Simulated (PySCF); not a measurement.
Input for PySCF: R-M06-2X/def2-TZVPPD on H4OSi (SMILES O[SiH3]) with ghost functions.

```python
from pyscf import gto, dft

mol = gto.M(
    atom='''
    O     0.50998713   -0.47296660    2.71545910
    Si   -0.69317616    0.55011709    3.26296727
    H     1.06276926   -0.93008493    3.35511336
    H    -1.66406185   -0.19798320    4.09224893
    H    -1.32965042    1.07431404    2.04330145
    H    -0.10703226    1.64231296    4.07137814
    ghost-F    1.01145503   -1.02785651    0.18953647
    ghost-H    0.84095398   -0.83434389    1.09638411
    ''',
    basis='def2-tzvppd',
    charge=0, spin=0, verbose=4, max_memory=1800)
mf = dft.RKS(mol, xc='m062x').density_fit(auxbasis='def2-universal-jkfit')
mf.grids.level = 4
mf.conv_tol = 1e-9
mf.max_cycle = 150
mf.kernel()
mf.dip_moment()
```

Program output:

```
PySCF version 2.14.0

[INPUT] verbose = 4
[INPUT] num. atoms = 8
[INPUT] num. electrons = 26
[INPUT] charge = 0
[INPUT] spin (= nelec alpha-beta = 2S) = 0
[INPUT] symmetry False subgroup None
[INPUT] Mole.unit = angstrom
[INPUT] Symbol           X                Y                Z      unit          X                Y                Z       unit  Magmom
[INPUT]  1 O      0.509987130000  -0.472966600000   2.715459100000 AA    0.963736002753  -0.893777340067   5.131474001458 Bohr   0.0
[INPUT]  2 Si    -0.693176160000   0.550117090000   3.262967270000 AA   -1.309913098478   1.039570636543   6.166114493720 Bohr   0.0
[INPUT]  3 H      1.062769260000  -0.930084930000   3.355113360000 AA    2.008342835007  -1.757605790285   6.340245367269 Bohr   0.0
[INPUT]  4 H     -1.664061850000  -0.197983200000   4.092248930000 AA   -3.144621150837  -0.374134025265   7.733229711244 Bohr   0.0
[INPUT]  5 H     -1.329650420000   1.074314040000   2.043301450000 AA   -2.512675135213   2.030159307375   3.861280130427 Bohr   0.0
[INPUT]  6 H     -0.107032260000   1.642312960000   4.071378140000 AA   -0.202261657893   3.103521705224   7.693789634141 Bohr   0.0
[INPUT]  7 GHOST-F   1.011455030000  -1.027856510000   0.189536470000 AA    1.911372994014  -1.942367299251   0.358172018917 Bohr   0.0
[INPUT]  8 GHOST-H   0.840953980000  -0.834343890000   1.096384110000 AA    1.589172705563  -1.576681445804   2.071865695225 Bohr   0.0

nuclear repulsion = 64.2710129801331
number of shells = 79
number of NR pGTOs = 274
number of NR cGTOs = 213
basis = def2-tzvppd
ecp = {}


******** <class 'pyscf.df.df_jk.DFRKS'> ********
method = DFRKS
initial guess = minao
damping factor = 0
level_shift factor = 0
DIIS = <class 'pyscf.scf.diis.CDIIS'>
diis_start_cycle = 1
diis_space = 8
diis_damp = 0
SCF conv_tol = 1e-09
SCF conv_tol_grad = None
SCF max_cycles = 150
direct_scf = False
XC library pyscf.dft.libxc version 7.1.2
    S. Lehtola, C. Steigemann, M. J. T. Oliveira, and M. A. L. Marques,  SoftwareX 7, 1–5 (2018)
XC functionals = m062x
    Y. Zhao and D. G. Truhlar,  Theor. Chem. Acc. 120, 215 (2008)
    Y. Zhao and D. G. Truhlar,  Theor. Chem. Acc. 120, 215 (2008)
radial grids:
    Treutler-Ahlrichs [JCP 102, 346 (1995); DOI:10.1063/1.469408] (M4) radial grids

becke partition: Becke, JCP 88, 2547 (1988); DOI:10.1063/1.454033
pruning grids: <function nwchem_prune>
grids dens level: 4
symmetrized grids: False
atomic radii adjust function: <function treutler_atomic_radii_adjust>
small_rho_cutoff = 0
Set gradient conv threshold to 3.16228e-05
Initial guess from minao.
tot grids = 164560
******** <class 'pyscf.df.df.DF'> ********
auxbasis = def2-universal-jkfit
init E= -367.019513157865
  HOMO = -0.365268596402592  LUMO = -0.0348555898126842  gap/eV = 8.99100
cycle= 1 E= -367.074973400554  delta_E= -0.0555  |g|= 0.611  |ddm|= 1.69
  HOMO = -0.274787940037095  LUMO = 0.00398008707253905  gap/eV = 7.58566
cycle= 2 E= -367.03426798298  delta_E= 0.0407  |g|= 0.798  |ddm|= 0.654
  HOMO = -0.377246502360215  LUMO = -0.00102805775182446  gap/eV = 10.23743
cycle= 3 E= -367.143451122602  delta_E= -0.109  |g|= 0.0372  |ddm|= 0.351
  HOMO = -0.373750946435258  LUMO = 0.0015927777240654  gap/eV = 10.21362
cycle= 4 E= -367.143718155122  delta_E= -0.000267  |g|= 0.00826  |ddm|= 0.0348
  HOMO = -0.374721820924758  LUMO = 0.00120006843928749  gap/eV = 10.22936
cycle= 5 E= -367.143731588029  delta_E= -1.34e-05  |g|= 0.00109  |ddm|= 0.00633
  HOMO = -0.374559264238762  LUMO = 0.00122070679536648  gap/eV = 10.22549
cycle= 6 E= -367.143731957047  delta_E= -3.69e-07  |g|= 0.000303  |ddm|= 0.00156
  HOMO = -0.374585397275602  LUMO = 0.00121971777554943  gap/eV = 10.22618
cycle= 7 E= -367.143731980854  delta_E= -2.38e-08  |g|= 6.67e-05  |ddm|= 0.000449
  HOMO = -0.374578278097534  LUMO = 0.00122158074057862  gap/eV = 10.22604
cycle= 8 E= -367.143731982594  delta_E= -1.74e-09  |g|= 1.57e-05  |ddm|= 9.13e-05
  HOMO = -0.374578594941666  LUMO = 0.00122187058928468  gap/eV = 10.22605
cycle= 9 E= -367.143731982695  delta_E= -1.02e-10  |g|= 2.8e-06  |ddm|= 2.78e-05
  HOMO = -0.374578590594357  LUMO = 0.00122185094179325  gap/eV = 10.22605
Extra cycle  E= -367.143731982697  delta_E= -1.59e-12  |g|= 1.27e-06  |ddm|= 5.84e-06
converged SCF energy = -367.143731982697
Dipole moment(X, Y, Z, Debye):  0.18517, -0.13828,  1.27651
```

The run converged.

Cost: around 29 core-seconds (rough).
